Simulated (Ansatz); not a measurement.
The same group exchange along the group F, Cl, Br.

Isolated molecules relaxed with PBE0-D4/def2-TZVP in Ansatz; ΔE leaves out vibrations. CCSD(T)/CBS adds triple-zeta CCSD(T) − MP2 to the extrapolated MP2 energy (def2 sets, frozen cores). This one scheme is used for every species. DFT in def2-TZVPP. For Br outer-core shells are correlated without core-valence functions, which leaves a few kJ/mol of doubt a bond. Scalar relativity is left out up to krypton. Each species was taken in one conformer, which may not be the lowest.

| reaction | HF/CBS(def2) (kcal/mol) | PBE-D4 (kcal/mol) | r2SCAN-D4 (kcal/mol) | CCSD/CBS(def2) (kcal/mol) | CCSD(T)/CBS(def2) (kcal/mol) |
| --- | --- | --- | --- | --- | --- |
| `C[O][AlH][F]` + `BS` → `C[O][AlH][BH]S` + H–F | 58.3 | 46.5 | 51.5 | 51.6 | 50.5 |
| `C[O][AlH][Cl]` + `BS` → `C[O][AlH][BH]S` + HCl | 52.3 | 42.4 | 46.7 | 46.9 | 46.1 |
| `C[O][AlH][Br]` + `BS` → `C[O][AlH][BH]S` + HBr | 52.1 | 42.3 | 46.4 | 47.2 | 46.4 |

Largest T1 diagnostic: 0.015, for `C[O][AlH][BH]S`.
